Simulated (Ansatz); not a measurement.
```yaml
crystal:
  periodic: [false, false, false]
  atoms:
    - {symbol: C, position_ang: [-1.705492, 0.888882, 0.673095]}
    - {symbol: O, position_ang: [-0.301293, 1.534736, -0.169121]}
    - {symbol: B, position_ang: [1.023229, 0.603334, -0.636091]}
    - {symbol: C, position_ang: [1.241532, -1.322326, -0.338198]}
    - {symbol: F, position_ang: [2.224032, 1.456501, -1.420053]}
    - {symbol: H, position_ang: [-1.823084, 1.508904, 1.883577]}
    - {symbol: H, position_ang: [-2.823836, 1.155347, -0.062552]}
    - {symbol: H, position_ang: [-1.617546, -0.459598, 0.872685]}
    - {symbol: H, position_ang: [1.184443, -1.633791, 0.992529]}
    - {symbol: H, position_ang: [2.434297, -1.765991, -0.825096]}
    - {symbol: H, position_ang: [0.245343, -2.037249, -0.945029]}
basis:
  gaussian: {orbitals: cc-pVDZ, final_grid: {core_spheres: 1, valence_spheres: 1, degree: 1}}
total_charge: 1
magnetization: {spin_polarized: true, initial_magnetization: 1}
hamiltonian: {xc: {name: wB97M-V}}
```

```sh
$ ansatz run in.yaml --threads 4 --pin off --events-out ev --progress --plain --max-ram 10444MiB
```

It prints (some lines left out):

```
Functional definition: wB97M-V
919 factors; integrals over basis functions are off by at most 1.3e-3 eV
291 factors; integrals over basis functions are off by at most 1.1e-5 eV
mean field evaluation 1: about -7578.5391 eV, gradient 5.4e1 eV
mean field evaluation 2: about -7554.1354 eV, gradient 9.8e1 eV
mean field evaluation 4: about -7591.4533 eV, gradient 7.0e0 eV
mean field evaluation 8: about -7592.0167 eV, gradient 1.0e0 eV
mean field evaluation 16: about -7560.2123 eV, gradient 1.4e-1 eV
mean field -7560.21276717 eV, -277.8326946972 hartree, gradient 7.5e-5 eV, S^2 0.758223; 0 other end points of the search recorded, 0 dependent functions left out
reference -7560.21288122 eV, -277.8326988884 hartree; 20, 19 occupied and 80, 81 virtual orbitals, 919 factors
Total energy: -7560.21288122 eV, -277.8326988884 hartree
```

In this input the integration grid is far too coarse. The run converged. The result belongs to that input, not to the molecule as meant.
